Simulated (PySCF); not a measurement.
# Constants of AuBr, step by step

State: ¹Σ⁺, singlet, closed shell. De refers to Au (5d10 6s1) + Br. RHF-based CCSD(T) in PySCF 2.14 with Au cc-pVTZ-PP with ECP60, Br cc-pVTZ-PP with ECP10 and Au cc-pVQZ-PP with ECP60, Br cc-pVQZ-PP with ECP10 (frozen core orbitals: 13; scalar-relativistic core potentials). Correlation energies are extrapolated as n⁻³ (n = 3, 4), Hartree–Fock as (n+1)·exp(−9√n).

```tsv
Level	Re (Å)	ωe (cm⁻¹)	ωexe (cm⁻¹)	αe (cm⁻¹)	De (eV)
CCSD(T)/TZ	2.3523	253.5	0.648	0.000181	2.522
CCSD(T)/QZ	2.3400	257.5	0.666	0.000184	2.649
HF/CBS	2.4156	231.9	0.530	0.000167	1.575
MP2/CBS	2.2957	278.3	0.641	0.000178	2.839
CCSD/CBS	2.3396	258.8	0.630	0.000179	2.569
CCSD(T)/CBS	2.3348	259.7	0.667	0.000184	2.727
```

Task: How much is left between CCSD(T)/QZ and the basis-set limit, and how much do the triples give at the limit?

Result: CCSD(T)/CBS less CCSD(T)/QZ: -5.2 mÅ in Re, +2.2 cm⁻¹ in ωe and +0.078 eV in De. CCSD(T)/CBS less CCSD/CBS: -4.8 mÅ in Re, +0.9 cm⁻¹ in ωe and +0.158 eV in De.

The T1 diagnostic is 0.029, large enough to doubt a single reference. The open-shell atoms are computed with UHF. Spin–orbit coupling, excitations beyond (T) and corrections to the Born–Oppenheimer picture are left out, and spin–orbit coupling matters for open p, d or f shells this heavy.

The whole job (state search and all basis sets along the bond) took about 9.4 min on 4 threads of Arm Neoverse V2 (shared host), peak memory 8.2 GiB.
